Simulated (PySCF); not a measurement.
Precursor series Mo F-OH. Gas-phase values, no solvent. One relaxed conformer stands for each flexible species; it need not be the lowest.

Level of theory: PBE-D3(BJ)/def2-TZVP // TPSS-D3(BJ)/def2-SVP (PySCF). All candidates: neutral, multiplicity 1. 

```
Quantity         Result
-------------  --------
HOMO           -8.91 eV
HOMO–LUMO gap   3.86 eV
LUMO           -5.04 eV
```

Problem. Name which member has these values.
(A) [Mo(F)6]
(B) [Mo(F)4(OH)2]
(C) [Mo(F)(OH)5]
(D) [Mo(F)2(OH)4]

Solution. B, [Mo(F)4(OH)2]. The others give [Mo(F)2(OH)4]: -7.74 eV, 3.39 eV, -4.36 eV; [Mo(F)6]: -10.68 eV, 4.37 eV, -6.31 eV; [Mo(F)(OH)5]: -7.42 eV, 3.24 eV, -4.19 eV
